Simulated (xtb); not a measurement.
H₃Ga, singlet, at a GFN2-xTB geometry (such geometries of metal compounds can be far from the true shape); xtb with GFN2-xTB.

Here is a job for xtb.
```
$ xtb mol.xyz --gfn 2 --opt --json

# file mol.xyz
4

Ga     0.00000000    -0.00000000     0.00000000
H      0.66218224    -0.42756453     1.35383279
H     -0.30059287     1.51137788    -0.28202977
H     -0.36158937    -1.08381336    -1.07180302
```

Q: Predict the main parts of the log of this xtb run.

A: 
```
   ID    Z sym.   atoms
    1   31 Ga     1
    2    1 H      2-4

           -------------------------------------------------
          |                Calculation Setup                |
           -------------------------------------------------

           -------------------------------------------------
          |                 G F N 2 - x T B                 |
           -------------------------------------------------

          ...................................................
          :                      SETUP                      :
          :.................................................:
          :  # basis functions                  13          :
          :  # atomic orbitals                  12          :
          :  # shells                            6          :
          :  # electrons                         6          :
          :  max. iterations                   250          :
          :  Hamiltonian                  GFN2-xTB          :
          :  restarted?                      false          :
          :  GBSA solvation                  false          :
          :  PC potential                    false          :
          :  electronic temp.          300.0000000     K    :
          :  accuracy                    1.0000000          :
          :  -> integral cutoff          0.2500000E+02      :
          :  -> integral neglect         0.1000000E-07      :
          :  -> SCF convergence          0.1000000E-05 Eh   :
          :  -> wf. convergence          0.1000000E-03 e    :
          :  Broyden damping             0.4000000          :
          :  net charge                          0          :
          :  unpaired electrons                  0          :
          ...................................................

 iter      E             dE          RMSdq      gap      omega  full diag
   1     -2.6407745 -0.264077E+01  0.249E+01    6.54       0.0  T
   2     -2.6898148 -0.490403E-01  0.147E+01    5.79       1.0  T
   3     -2.6895566  0.258208E-03  0.133E+00    5.47       1.0  T
   4     -2.6925344 -0.297789E-02  0.729E-01    5.73       1.0  T
   5     -2.6927097 -0.175278E-03  0.170E-01    5.69       1.0  T
   6     -2.6927166 -0.691068E-05  0.448E-02    5.69       1.1  T
   7     -2.6927180 -0.132363E-05  0.382E-03    5.69      13.1  T
   8     -2.6927180 -0.512588E-08  0.674E-04    5.69      74.2  T
   9     -2.6927180 -0.628719E-09  0.203E-05    5.69    2466.5  T

[...]
         :: total energy              -2.681360866507 Eh    ::
 * total energy  :    -2.6813609 Eh     change       -0.5373479E-13 Eh
   *** GEOMETRY OPTIMIZATION CONVERGED AFTER 1 ITERATIONS ***
         :: total energy              -2.681360866507 Eh    ::
[...]
         9                         -0.0679855              -1.8500
        10                          0.4235342              11.5250
        11                          1.0787667              29.3547
        12                          1.0787667              29.3547
      -------------------------------------------------------------
                  HL-Gap            0.2090092 Eh            5.6874 eV
             Fermi-level           -0.3293505 Eh           -8.9621 eV

     #   Z          covCN         q      C6AA      α(0)
     1  31 Ga       2.703     0.233   212.831    32.716
     2   1 H        0.901    -0.078     4.845     3.444
     3   1 H        0.901    -0.078     4.845     3.444
     4   1 H        0.901    -0.078     4.845     3.444

 Mol. C6AA /au·bohr⁶  :        440.679468
 Mol. C8AA /au·bohr⁸  :      31245.043742
 Mol. α(0) /au        :         43.048246

Wiberg/Mayer (AO) data.
largest (>0.10) Wiberg bond orders for each atom

 ---------------------------------------------------------------------------
     #   Z sym  total        # sym  WBO       # sym  WBO       # sym  WBO
 ---------------------------------------------------------------------------
     1  31 Ga   2.411 --     2 H    0.804     4 H    0.804     3 H    0.804
     2   1 H    0.994 --     1 Ga   0.804
     3   1 H    0.994 --     1 Ga   0.804
     4   1 H    0.994 --     1 Ga   0.804
 ---------------------------------------------------------------------------

Topologies differ in total number of bonds
Writing topology from bond orders to xtbtopo.mol

molecular dipole:
                 x           y           z       tot (Debye)
 q only:       -0.000       0.000       0.000
   full:        0.000       0.000       0.000       0.000
molecular quadrupole (traceless):
                xx          xy          yy          xz          yz          zz
 q only:        0.746       0.144      -0.493      -0.569      -0.065      -0.252
  q+dip:        0.283       0.055      -0.188      -0.216      -0.025      -0.096
   full:        3.360       0.647      -2.224      -2.563      -0.293      -1.137

optimized geometry written to: xtbopt.xyz

           -------------------------------------------------
          | TOTAL ENERGY               -2.681360866507 Eh   |
          | GRADIENT NORM               0.000004520860 Eh/α |
          | HOMO-LUMO GAP               5.687429784827 eV   |
           -------------------------------------------------
```
